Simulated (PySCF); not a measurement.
AsH5, SMILES [AsH5]. The structure is a stationary point at PBE0-D3(BJ)/def2-TZVP.

PySCF with TDA-PBE/def2-TZVPD puts the lowest singlet excitations at 3.97, 4.98, 4.98, 6.63, 6.63, 6.84 eV.

Q: What are the lowest excitation roots from ADC(2)/aug-cc-pVDZ run with PySCF? (The exact figures need the calculation; the answer reports its results.)

A: 4.39, 5.51, 5.51, 6.20, 6.27, 6.27 eV. S1 differs by 0.41 eV (second minus first; roots are paired by order, and the bases may differ).
